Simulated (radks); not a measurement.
The hafnium ion Hf+ is in [Xe] 4f14 5d2 6s1. Method: non-relativistic Kohn-Sham, PBE, spin-polarised, spherical densities, point nucleus; computed with a radial shooting solver on a logarithmic mesh with Libxc functionals. Open shells are filled with parallel spins first. One electron is removed from 5d, 5p, 6s, 4f in turn, with full relaxation. Which removal costs least, and what does each cost?

Answer. 6s 13.315 eV; 5d 15.319 eV; 4f 39.514 eV; 5p 45.533 eV. The 6s electron leaves first.
